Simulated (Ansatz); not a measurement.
Isolated molecules relaxed with PBE0-D4/def2-TZVP in Ansatz; ΔE leaves out vibrations. CCSD(T)/CBS adds triple-zeta CCSD(T) − MP2 to the extrapolated MP2 energy (def2 sets, frozen cores). DFT in def2-TZVPP. B3LYP here is the variant with VWN-RPA as its local correlation; programs differ in this. One conformer a species, not always the lowest.

`[SiH3][SiH]1NCS1` + `CB(F)F` → `FB(F)C[SiH3]` + `C1N[SiH2]S1`  (formal exchange of groups at the Si–Si bond)

| level | ΔE (kcal/mol) |
| --- | --- |
| PBE-D4 | 2.4 |
| PBE0 | 0.7 |
| B3LYP | -0.6 |
| CCSD/CBS(def2) | -1.7 |

Q: What does CCSD(T)/CBS give? (Estimate.)

A: Computed: -1.3 kcal/mol. The listed levels differ from it by 3.7, 2.0, 0.7, -0.4 kcal/mol.

Largest T1 diagnostic among the species: 0.012.

From PBE to PBE0 (25 % exact exchange), in def2-TZVPP and without D4, ΔE moves by −1.3 kcal/mol.
